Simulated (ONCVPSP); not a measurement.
## platinum (Pt): one change to an ONCV potential, before and after

ONCVPSP 4.0.1 input, shortened (lines: element, Z, core and valence counts, functional; n l f; lmax; l rc ep ncon nbas qcut; lloc lpopt rc5 dvloc0; l nproj debl; icmod fcfact rcfact), PBE, scalar-relativistic:

```
  Pt 78.00   10    4        4      upf
    1    0    2.00
    2    0    2.00
    2    1    6.00
    3    0    2.00
    3    1    6.00
    3    2   10.00
    4    0    2.00
    4    1    6.00
    4    2   10.00
    4    3   14.00
    5    0    2.00
    5    1    6.00
    5    2    9.00
    6    0    1.00
    2
    0    1.35    0.00    3    7    7.30
    1    1.35    0.00    4    7   11.40
    2    1.40    0.00    3    7    7.70
    4    4    1.20    2.00
    0    2    1.20
    1    2    1.50
    2    2    1.70
    1    0.55    0.00
```

In the p channel the program set the typed energies aside and used -2.059, 0.250 Ha.

All-electron outer shells of the reference configuration (PBE, scalar-relativistic, ld1.x):

```csv
shell,level (eV),outermost node (bohr),outermost maximum (bohr)
5s,-101.82,0.49,0.87
4f,-70.08,–,0.38
5p,-56.02,0.53,0.98
5d,-6.14,0.57,1.26
6s,-5.66,1.14,2.38
```

Change: s: qcut 8.7.

Cutoffs: the cutoffs (Ha) at which the residual kinetic energy of the hardest occupied pseudo-wave falls to 1 and 0.1 mHa per electron; they do not see the model core or the augmentation charge, which bear on the density cutoff. Errors are all-electron minus pseudo energies relative to the spin-unpolarised reference configuration.

Task: Predict the effect on cutoff, ghosts and configuration errors.

Result: The potential gets neither clearly harder nor softer (41 Ha and 49 Ha → 41 Ha and 49 Ha); the p channel sets the loose cutoff, while the largest relative change is in s, which becomes harder; of the 4 tests that both files solve, the error grows in 0 and shrinks in 1 by more than 15 % and 0.3 meV (median size 12.2 → 11.5 meV); neither file shows a bound ghost.

| quantity | base | changed |
| --- | --- | --- |
| cutoff, loose | 41 Ha | 41 Ha |
| cutoff, tight | 49 Ha | 49 Ha |
| loose cutoff by channel | s 23 Ha, p 41 Ha, d 19 Ha | s 29 Ha, p 41 Ha, d 19 Ha |
| bound ghosts | none | none |
| GHOST(+) flags under 300 eV | none | none |
| error for 5s2 5p6 5d9 6s0, meV [ΔE 9.19 eV] | -5.1 | -4.3 |
| error for 5s2 5p6 5d8 6s0, meV [ΔE 29.16 eV] | -6.7 | -6.0 |
| error for 5s2 5p6 5d7 6s0, meV [ΔE 61.38 eV] | -18 | -17 |
| error for 5s2 5p6 5d6 6s0, meV [ΔE 107.03 eV] | -46 | -45 |
| s: phases at 1.37 bohr within 0.05 rad from the reference energy up to (Ha; the scan ends near 5) | to the end of the scan | to the end of the scan |
| p: phases at 1.37 bohr within 0.05 rad from the reference energy up to (Ha; the scan ends near 5) | to the end of the scan | to the end of the scan |
| d: phases at 1.42 bohr within 0.05 rad from the reference energy up to (Ha; the scan ends near 5) | to the end of the scan | to the end of the scan |
| rms error of d²Exc/dni dnj with the model core, mHa | 1.31 | 0.75 |
